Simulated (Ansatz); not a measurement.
`C=C([SiH3])[SiH2]O` → 2 C• + 8 H• + O• + 2 Si•  (atomization)

Isolated molecules relaxed with PBE0-D4/def2-TZVP in Ansatz; ΔE leaves out vibrations. CBS: MP2 limit from def2 TZ/QZ plus the TZ coupled-cluster correction, frozen cores. This one scheme is used for every species, atoms too. DFT in def2-TZVPP. No spin–orbit coupling; open shells (•) take unrestricted orbitals. Spin–orbit coupling would lower the free atoms: a little for C, O, Si. Each species was taken in one conformer, which may not be the lowest.

```json
{"level": "r2SCAN-D4", "ΔE (kJ/mol)": "4702.8"}
{"level": "PBE0-D4", "ΔE (kJ/mol)": "4673.5"}
{"level": "ωB97X-V", "ΔE (kJ/mol)": "4717.7"}
{"level": "SCS-MP2/def2-TZVPP", "ΔE (kJ/mol)": "4640.0"}
{"level": "CCSD/def2-TZVPP", "ΔE (kJ/mol)": "4531.2"}
{"level": "CCSD(T)/def2-TZVPP", "ΔE (kJ/mol)": "4591.2"}
{"level": "MP2/def2-QZVPP", "ΔE (kJ/mol)": "4707.7"}
{"level": "SCS-MP2/def2-QZVPP", "ΔE (kJ/mol)": "4721.2"}
```

**Question.** What does CCSD(T)/CBS give? (Best estimate.)

**Answer.** The calculation gave: +4712.1 kJ/mol. The listed levels differ from it by -9.3, -38.6, 5.6, -72.1, -180.9, -120.9, -4.4, 9.1 kJ/mol.

Largest T1 diagnostic among the species: 0.012.

In def2-TZVPP, CCSD(T) changes the Hartree–Fock value by +1080.1 kJ/mol (the triples alone add +60.0 kJ/mol) and MP2 by +1124.4 kJ/mol; breaking electron pairs costs correlation energy, which Hartree–Fock lacks. The D4 term adds +48.6 kJ/mol with B3LYP and +25.7 kJ/mol with PBE0; it sums over pairs of atoms, weighted by their polarisabilities, and B3LYP, whose exchange is more repulsive, gets the larger term.

B3LYP here is the variant with VWN-RPA as its local correlation; programs differ in this.

For atomizations the MP2-based limit and the directly extrapolated one differ by several kJ/mol either way, and by 10 to 25 for some Ge, Se and Sn compounds, so smaller differences from it don't rank the levels.
